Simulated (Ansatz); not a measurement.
Basis-set extrapolation for `FC1=NCC[SiH2]1` (PBE0-D4/def2-TZVP geometry, frozen core, Ansatz). Multiplicity 1, RHF reference.

```csv
,def2-TZVPP,def2-QZVPP
HF,-560.017931,-560.038932
MP2 correlation,-1.054424,-1.132630
CCSD(T) correlation,-1.139537,not run
```

Energies in hartree. Use E(X) = E(∞) + A·exp(−7.88·√X) for Hartree–Fock and E(X) = E(∞) + B·X^(−2.97) for correlation, with X = 3 and 4, and add CCSD(T) minus MP2 of the smaller set to the MP2 limit.

Task: What is the CCSD(T) energy at the basis-set limit?

Result: HF limit: -560.038932 + (-0.021001) × 0.13774 = -560.04182. MP2 limit: -1.132630 + (-0.078206) × 0.74074 = -1.19056. Higher-order term: -1.139537 − (-1.054424) = -0.08511. Total: -561.31749 hartree, 420.1 kJ/mol below CCSD(T)/def2-TZVPP.
